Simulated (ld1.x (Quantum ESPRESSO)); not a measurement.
**Transferability test, TM potential for Al**

aluminium, norm-conserving Troullier–Martins (Kleinman–Bylander form), made with ld1.x (Quantum ESPRESSO) 7.5 (LDA (PZ), scalar-relativistic). Core [Ne], reference 3s1.5 3p0 (charge +1.5). Waves: 3s (bound): rc 1.70 bohr; 3p (bound, empty): rc 1.95 bohr. Local part: the p channel. Core correction: Bessel-smoothed model core, default radius (core density twice the valence density).

Energies are relative to the spin-unpolarised reference configuration 3s1.5 3p0; without spin polarisation the order of configurations can differ from experiment. Spin-polarised rows fill each open shell by Hund’s rule, majority spin first. The frozen-core shift is the all-electron ΔE with the core orbitals held at their reference shape minus the fully relaxed ΔE.

```
     valence configuration  charge  ΔE all-electron (eV)  error AE − PS (meV)  frozen-core shift (meV)
                   3s2 3p1       0               -14.407                 +7.0                     +7.7
                   3s2 3p0      +1                -8.560                 +0.6                     +2.9
                   3s1 3p0      +2                10.817                 -0.4                     +5.4
                 3s2 3p0.5    +0.5               -12.282                 +3.7                     +5.9
                   3s1 3p1      +1                -2.741                 +0.8                     +0.3
                 3s2 3p1.3    -0.3               -15.005                 +8.5                     +8.1
                   3s1 3p2       0                -9.252                 +6.2                     +2.8
3s1.5 3p0 (spin-polarised)    +1.5                -0.078                 +0.4                     +0.3
```

(1) What are ΔE and the potential's error for 3s2 3p1 (spin-polarised)?

Levels in the configuration 3s2 3p1 (spin-polarised):

```tsv
level	all-electron (eV)	pseudo (eV)
3s up	-8.066	-8.073
3p up	-3.001	-3.008
3s down	-7.467	-7.467
```

## Answers

(1) ΔE = -14.543 eV all-electron; the error (AE − PS) is +8.1 meV.
